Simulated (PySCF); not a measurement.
Computed IR spectrum (relative IR intensity) of a molecule C₃H₇FSi. Geometry: PBE-D3(BJ)/def2-SVP. One conformer was computed; it need not be the lowest. These are PySCF 2.14.0 with PBE-D3(BJ)/def2-SVP values and carry that method's errors. Frequencies are harmonic and unscaled.

Lines under 2 % of the strongest are left out, and lines within 2 cm⁻¹ are merged.

```csv
ν (cm⁻¹),relative intensity
261,2.2
492,7.1
580,14
709,14
736,2.9
814,12
831,7.7
885,18
894,100
917,8.3
931,51
987,5.5
1008,4.8
1118,28
1163,6.5
1361,2.2
1388,2.7
1658,7.9
2176,37
2188,55
2986,2.1
3069,4.0
3077,2.2
3172,3.2
```

Task: Which structure fits?
A) C[SiH2]/C=C\F
B) C=CC[SiH2]F
C) C=C(C)[SiH2]F
D) C/C=C/[SiH2]F

Result: B, C=CC[SiH2]F
